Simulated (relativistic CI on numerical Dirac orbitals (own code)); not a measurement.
Calculated at this level of theory: Dirac equation for one electron, model QED (radiative potential, 1s self-energy scaled to tabulated hydrogen-like ionisation energies) (own radial code, finite nucleus).

CI space: 1s, 2s, 2p, 3s, 3p, 3d, 4s, 4p, 4d, 4f, 5s, 5p, 5d, 5f, 5g, 6s, 6p, 6d. Levels of other configurations are missing.

Outline of the computed level scheme of Si XIV. Lowest level of each configuration: 1s 2S_1/2 at 0.00 eV; 2p 2P°_1/2 at 2004.32 eV; 2s 2S_1/2 at 2004.39 eV; 3p 2P°_1/2 at 2376.10 eV; 3s 2S_1/2 at 2376.12 eV; 3d 2D_3/2 at 2376.62 eV; 4p 2P°_1/2 at 2506.16 eV; 4s 2S_1/2 at 2506.16 eV; 4d 2D_3/2 at 2506.37 eV.

Some strong electric-dipole decays among the lowest 14 levels: 2p 2P°_1/2 → 1s 2S_1/2 (2.4e+13 s⁻¹); 2p 2P°_3/2 → 1s 2S_1/2 (2.4e+13 s⁻¹); 3p 2P°_3/2 → 1s 2S_1/2 (6.4e+12 s⁻¹); 3p 2P°_1/2 → 1s 2S_1/2 (6.4e+12 s⁻¹); 4p 2P°_3/2 → 1s 2S_1/2 (2.6e+12 s⁻¹); 4p 2P°_1/2 → 1s 2S_1/2 (2.6e+12 s⁻¹); 3d 2D_5/2 → 2p 2P°_3/2 (2.5e+12 s⁻¹); 3d 2D_3/2 → 2p 2P°_1/2 (2.1e+12 s⁻¹).
